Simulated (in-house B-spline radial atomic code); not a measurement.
Configurations of Fe³⁺, with energies counted from [Ar] (3d3/2)4 (3d5/2)1. All numbers are computed (Dirac-Hartree-Fock, average of each configuration as written; Fermi nucleus of rms radius 3.7377 fm) with a radial B-spline atomic code at the basis-set limit, not measured. Energies include first-order Breit, QED and recoil terms.

Occupations are held fixed; configurations that lie above the ionisation limit could autoionise.

```tsv
configuration	E - E(ref) (eV)	highest orbital	its <r> (bohr)
[Ar] (3d3/2)3 (3d5/2)1 (4p1/2)1	21.063	4p1/2	2.537
[Ar] (3d5/2)4 (6g7/2)1	45.794	6g7/2	10.99
[Ar] (3d3/2)2 (3d5/2)2 (6f7/2)1	45.995	6f7/2	11.83
[Ar] (3d3/2)3 (3d5/2)1 (7f7/2)1	47.054	7f7/2	16.69
[Ne] 3s2 (3p1/2)1 (3p3/2)4 (3d3/2)2 (3d5/2)3 6s1	100.44	6s1/2	7.451
[Ne] 3s2 (3p1/2)1 (3p3/2)4 (3d3/2)1 (3d5/2)4 (5f5/2)1	100.51	5f5/2	7.742
[Ne] 3s2 (3p1/2)2 (3p3/2)3 (3d3/2)2 (3d5/2)3 (6g9/2)1	103.84	6g9/2	10.99
[Ne] 3s2 (3p1/2)1 (3p3/2)4 (3d3/2)3 (3d5/2)2 (6f7/2)1	107.03	6f7/2	11.82
```

Question: Order these further configurations by energy, lowest first.
A. [Ar] (3d3/2)4 7s1
B. [Ne] 3s2 (3p1/2)1 (3p3/2)4 (3d3/2)3 (3d5/2)2 5s1
C. [Ar] (3d5/2)5
D. [Ne] 3s2 (3p1/2)1 (3p3/2)4 (3d5/2)5 (7f7/2)1
E. [Ar] (3d3/2)1 (3d5/2)3 5s1

Answer: C (0.56674 eV), E (33.776 eV), A (43.177 eV), B (94.682 eV), D (102.19 eV).

Question: How far above the reference does [Ar] (3d3/2)4 (7p1/2)1 lie?

Answer: 43.864 eV; its least bound orbital is 7p1/2 with <r> = 12.11 bohr.

Question: How far above the reference does [Ar] (3d3/2)3 (3d5/2)2 lie?

Answer: 0.79299 eV; its least bound orbital is 3d5/2 with <r> = 0.981 bohr.

Question: How far above the reference does [Ar] (3d3/2)1 (3d5/2)4 lie?

Answer: 1.0762 eV; its least bound orbital is 3d3/2 with <r> = 0.9778 bohr.
